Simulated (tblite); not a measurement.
selenium dioxide (O2Se), singlet, at a GFN2-xTB geometry; GFN1-xTB run with tblite.

tblite was given this input:
```
$ tblite run mol.xyz --method gfn1 --charge 0 --spin 0 --etemp 2000 --json tblite.json --no-restart

# file mol.xyz
3

O     -1.30858110     0.55019170     0.03169236
Se     0.01459899    -0.28855533    -0.02417049
O      1.24653537     0.67616846     0.07103224
```

What does tblite print? Leave out banner, timings and long lists.


```
xTB calculator
 | screened Coulomb repulsion
 | Coulomb electrostatics
 |  * isotropic Klopman-Ohno-Mataga-Nishimoto electrostatics
 |  * onsite third-order electrostatics
 | DFT-D3(BJ) dispersion correction

halogen bonding energy    0.0000000000000E+00 Eh
repulsion energy          3.2904993371063E-02 Eh
dispersion energy        -5.3001893949011E-04 Eh
number of electrons       1.8000000000000E+01 e
integral cutoff           2.0076194534669E+01 bohr

------------------------------------------------------------
  cycle        total energy    energy error   density error
------------------------------------------------------------
      1     -10.84572344729  -1.0878098E+01   1.3063262E+00
      2     -10.78370174343   6.2021704E-02   1.5269532E+00
      3     -11.86572228399  -1.0820205E+00   7.5959375E-01
      4     -12.62046998499  -7.5474770E-01   1.0109819E-01
      5     -12.60023364364   2.0236341E-02   1.2623715E-01
      6     -12.61262484171  -1.2391198E-02   7.4622463E-02
      7     -12.62058879137  -7.9639497E-03   5.6457469E-03
      8     -12.62058431198   4.4793872E-06   3.0015979E-03
      9     -12.62059817722  -1.3865240E-05   1.4656824E-04
     10     -12.62059817805  -8.2921581E-10   1.4124221E-04
     11     -12.62059817830  -2.5201707E-10   8.7018070E-06
------------------------------------------------------------

electronic energy        -1.2652973152731E+01 Eh
total energy             -1.2620598178299E+01 Eh

Post processing:
 | Mayer-Wiberg bond orders

[Info] JSON dump of results written to 'tblite.json'
```
